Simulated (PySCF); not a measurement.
Molecule: `CCC(C)=[Se]`, C$_{4}$H$_{8}$Se.

Bonds (- single, = double, # triple, : aromatic): C1-C2 1.530 Å, C2-C3 1.502 Å, C3-C4 1.492 Å, C3=Se5 1.768 Å. C1 carries H6, H7, H8; C2 carries H9, H10; C4 carries H11, H12, H13.

Geometry PBE0-D3(BJ)/def2-SVP throughout; GIAO in PySCF 2.14, gas phase, one conformer, non-relativistic; equivalent atoms averaged; functional PBE0.

For orientation, def2-TZVP gives these absolute shieldings σ: C3 -123.0, C2 132.7, C4 142.4, C1 166.2, Se5 -359.6, H9/H10 28.02, H11/H12/H13 28.21, H6/H7/H8 30.15 ppm.

A run gave: C3 -93.7, C2 148.1, C4 155.6, C1 178.4, Se5 -114.3, H9/H10 29.07, H11/H12/H13 29.14, H6/H7/H8 31.06 ppm (absolute shieldings σ).

Task: Which basis set was used in that run?
A. STO-3G
B. cc-pVDZ
C. def2-SVP
D. 6-31G

Result: D. Se5 tells them apart best: 6-31G gives -114.3, cc-pVDZ gives -230.5, def2-SVP gives -444.3, STO-3G gives 692.6 ppm.
